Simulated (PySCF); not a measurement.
A calculated (LDA, PySCF 2.14, aug-cc-pVTZ-DK, the spin-free X2C one-electron Hamiltonian (Gaussian nucleus)) atom or ion has these occupied shells.

```json
{"shell": "1s α", "electrons": "1", "orbital energy (eV)": "-13319.3", "rms radius, mean of both spins (bohr)": "0.0493"}
{"shell": "1s β", "electrons": "1", "orbital energy (eV)": "-13319.1", "rms radius, mean of both spins (bohr)": "0.0493"}
{"shell": "2s α", "electrons": "1", "orbital energy (eV)": "-1769.2", "rms radius, mean of both spins (bohr)": "0.206"}
{"shell": "2s β", "electrons": "1", "orbital energy (eV)": "-1769.1", "rms radius, mean of both spins (bohr)": "0.206"}
{"shell": "2p α", "electrons": "3", "orbital energy (eV)": "-1567.3", "rms radius, mean of both spins (bohr)": "0.183"}
{"shell": "2p β", "electrons": "3", "orbital energy (eV)": "-1567.1", "rms radius, mean of both spins (bohr)": "0.183"}
{"shell": "3s α", "electrons": "1", "orbital energy (eV)": "-275.79", "rms radius, mean of both spins (bohr)": "0.592"}
{"shell": "3s β", "electrons": "1", "orbital energy (eV)": "-275.55", "rms radius, mean of both spins (bohr)": "0.592"}
{"shell": "3p α", "electrons": "3", "orbital energy (eV)": "-211.91", "rms radius, mean of both spins (bohr)": "0.610"}
{"shell": "3p β", "electrons": "3", "orbital energy (eV)": "-211.63", "rms radius, mean of both spins (bohr)": "0.610"}
{"shell": "3d α", "electrons": "5", "orbital energy (eV)": "-105.80", "rms radius, mean of both spins (bohr)": "0.654"}
{"shell": "3d β", "electrons": "5", "orbital energy (eV)": "-105.44", "rms radius, mean of both spins (bohr)": "0.654"}
{"shell": "4s α", "electrons": "1", "orbital energy (eV)": "-55.318", "rms radius, mean of both spins (bohr)": "1.64"}
{"shell": "4s β", "electrons": "1", "orbital energy (eV)": "-53.263", "rms radius, mean of both spins (bohr)": "1.64"}
{"shell": "4p α", "electrons": "2", "orbital energy (eV)": "-40.877", "rms radius, mean of both spins (bohr)": "1.87"}
```

(1) Name the element and its charge.

Results:

(1) Br³⁺ (bromine, charge +3), in [Ar] 3d10 4s2 4p2, high-spin 3P determinant.
